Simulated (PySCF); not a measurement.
A PySCF script (with the pyscf-properties extension) for the NMR shieldings of SMILES CC#[N+][BH2-][C@@]1(C)C[C@@H]1CF, C7H13BFN, on a GFN2-xTB geometry:

```python
import basis_set_exchange as bse
import numpy as np
from pyscf import gto, dft
from pyscf.prop import nmr

atoms = """
C     3.183636    0.861613    0.455377
C     2.170225   -0.078562    0.813848
N     1.336404   -0.818878    1.091116
B     0.052906   -1.542228    1.250242
C    -0.876283   -0.784741    0.137334
C    -0.641151   -1.232666   -1.291649
C    -2.258950   -0.310240    0.479144
C    -1.139942    0.686055    0.384051
C    -1.086758    1.712648   -0.709400
F     0.234088    2.086002   -0.941109
H     3.562055    1.362431    1.346178
H     2.739849    1.601154   -0.213661
H     4.005517    0.357571   -0.052533
H     0.258730   -2.688117    1.010895
H    -0.297556   -1.350945    2.372045
H    -1.399296   -0.854198   -1.976487
H     0.336171   -0.899885   -1.641862
H    -0.663822   -2.319415   -1.340002
H    -2.663921   -0.518884    1.457568
H    -3.004962   -0.303437   -0.304182
H    -0.773241    1.083380    1.325273
H    -1.469697    1.341718   -1.662373
H    -1.608755    2.636607   -0.433859
"""
names = dict.fromkeys(["C", "N", "B", "F", "H"], "pcSseg-1")
basis = {el: gto.basis.parse(bse.get_basis(n, elements=[el], fmt="nwchem")) for el, n in names.items()}
mol = gto.M(atom=atoms, basis=basis, charge=0, verbose=0)
mf = dft.RKS(mol, xc="PBE0")
mf.grids.level = 2
mf.grids.alignment = dft.numint.BLKSIZE   # the property module wants whole blocks of grid points
mf.conv_tol = 1e-9
mf.kernel()

calc = nmr.RKS(mf)   # GIAO
C = mf.mo_coeff
Co = C[:, mf.mo_occ > 0]
resp = mf.gen_response(singlet=True, hermi=2)
def vind(x):   # induced exchange potential for any number of trial vectors
    d = np.einsum("pi,xij,qj->xpq", C, 2 * x.reshape(-1, C.shape[1], Co.shape[1]), Co, optimize=True)
    return np.einsum("xpq,pi,qj->xij", resp(d - d.transpose(0, 2, 1)), C, Co, optimize=True).ravel()
mo1, _ = nmr.rhf.solve_mo1(calc, with_cphf=vind)
sigma = calc.kernel(mo1)
for i, s in enumerate(sigma):   # ppm
    print("%2d %-2s %9.2f" % (i, mol.atom_pure_symbol(i), np.trace(s) / 3))
```

Q: What does it print?

A: 
```
 0 C     184.60
 1 C      66.40
 2 N      30.99
 3 B     127.59
 4 C     164.08
 5 C     164.13
 6 C     162.75
 7 C     162.18
 8 C      96.15
 9 F     413.84
10 H      29.46
11 H      28.71
12 H      29.48
13 H      29.70
14 H      30.34
15 H      31.23
16 H      30.13
17 H      29.96
18 H      30.78
19 H      31.60
20 H      30.85
21 H      27.24
22 H      26.41
```

These numbers come from an equivalent density-fitted implementation of the same equations, which agrees with the script to about 0.01 ppm for H and up to a few tenths of a ppm for heavy atoms, so last digits may differ.

Size and cost of the density-fitted run: 235 basis functions, 65 s wall time on 1 thread of an Arm Neoverse V2, shared host; peak memory 1.1 GiB.
